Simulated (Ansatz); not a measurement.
Cr(NH)2(OH)2 (CrN2O2H4), 9 atoms. Hardware: 2 threads of Arm Neoverse V1 on a shared host.

Correlated methods freeze 9 core orbitals; core or outer-core shells of Cr are correlated, in sets that lack core-valence functions.

Question: How many basis functions does each of these Ansatz runs have, and roughly what does it cost? PBE-D4/def2-SVP, charge 0 singlet, energy, from earlier orbitals; PBE0-D4/def2-SVP, charge 0 singlet, energy, from earlier orbitals; PBE0-D4/def2-SVP, charge 0 singlet, energy with a search over starts; CCSD(T)/def2-SVP, charge 0 singlet, energy, from earlier orbitals; BHLYP-D4/def2-TZVP, charge 0 singlet, energy, from earlier orbitals; PBE0-D4/def2-TZVP, charge 0 singlet, energy, from earlier orbitals; B3LYP-D4/def2-SVP, charge 0 singlet, relaxation, 16 steps; MP2/def2-TZVP, charge 0 singlet, energy, from earlier orbitals; r2SCAN-D4/def2-TZVP, charge 0 singlet, energy, from earlier orbitals; PBE-D4/def2-TZVP, charge 0 singlet, energy and forces, from earlier orbitals; BLYP-D4/def2-TZVP, charge 0 singlet, energy, from earlier orbitals; revPBE-D4/def2-TZVP, charge 0 singlet, energy, from earlier orbitals.

Answer: Other jobs shared the machine, so times can vary by a factor of up to 3. A dash marks memory too small to be measured apart from the calling script's.

```tsv
run	functions	fitting or Cholesky vectors	wall time	peak host memory (GiB)
PBE-D4/def2-SVP, charge 0 singlet, energy, from earlier orbitals	107	1259	2 s	–
PBE0-D4/def2-SVP, charge 0 singlet, energy, from earlier orbitals	107	1107	2.7 s	–
revPBE-D4/def2-TZVP, charge 0 singlet, energy, from earlier orbitals	193	1217	3.5 s	–
PBE0-D4/def2-SVP, charge 0 singlet, energy with a search over starts	107	1107	3.6 s	–
PBE-D4/def2-TZVP, charge 0 singlet, energy and forces, from earlier orbitals	193	1217	4.2 s	–
BLYP-D4/def2-TZVP, charge 0 singlet, energy, from earlier orbitals	193	1217	4.2 s	–
PBE0-D4/def2-TZVP, charge 0 singlet, energy, from earlier orbitals	193	1277	4.9 s	–
BHLYP-D4/def2-TZVP, charge 0 singlet, energy, from earlier orbitals	193	1418	6 s	–
r2SCAN-D4/def2-TZVP, charge 0 singlet, energy, from earlier orbitals	193	1217	7 s	–
MP2/def2-TZVP, charge 0 singlet, energy, from earlier orbitals	193	1435	24 s	–
CCSD(T)/def2-SVP, charge 0 singlet, energy, from earlier orbitals	107	1107	36 s	0.58
B3LYP-D4/def2-SVP, charge 0 singlet, relaxation, 16 steps	107	1239	64 s	–
```
